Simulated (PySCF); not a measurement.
Input of a run (PBE0-D3(BJ)/def2-SVP geometry optimisation, gas phase (PySCF 2.14.0)), started from GFN2-xTB:
```
{"job": {"xc": "PBE0", "basis": "def2-SVP", "d3": "d3bj", "grid": 1, "maxiter": 40, "kind": "geom"}, "charge": 0, "multiplicity": 2}
Ti     0.000040     0.000040    -0.000230
F      1.692990    -0.024400     0.011610
F     -0.825510     1.478230    -0.015120
F     -0.867520    -1.453870     0.003740
```

Output (energies in Eh, forces in Eh/bohr):
```
step   0  E = -1148.35797914  max force = 0.046472
step   1  E = -1148.36555393  max force = 0.004148
step   2  E = -1148.36562410  max force = 0.000688
step   3  E = -1148.36562621  max force = 0.000113
optimisation converged
```

**Question.** Summarise the run.

**Answer.** The energy falls by 4.8 kcal/mol over 4 energy and gradient evaluations, the largest force component goes from 0.0465 to 1.1e-04 Eh/bohr, and the atoms move by 0.053 Å rms after alignment. Among the bonds, Ti1–F2, Ti1–F3 and Ti1–F4 change most and about equally (+0.060 to +0.061 Å). Bonds longer at the end by more than 0.005 Å: 3 of 3; shorter: 0. The energy never rose by more than 1e-6 Eh on the way. The first step brought 99 % of the lowering.

**Question.** What are the final bond lengths?

**Answer.** Ti1–F2 1.754 Å, Ti1–F3 1.754 Å, Ti1–F4 1.754 Å. Numbering counts from 1 in the input's order; the species is `[F][Ti]([F])[F]` [radical].

The run used 73 basis functions and 29 SCF cycles in all.

No PBE0-D3(BJ)/def2-SVP frequencies stand behind this structure, so it isn't proved a minimum. ⟨S²⟩ = 0.753 (exact for a doublet: 0.75).

Neither the SCF state along the optimisation nor the shape of the open-shell metal species was proved the lowest: other solutions of the same spin, or a structure of lower symmetry, can lie below.
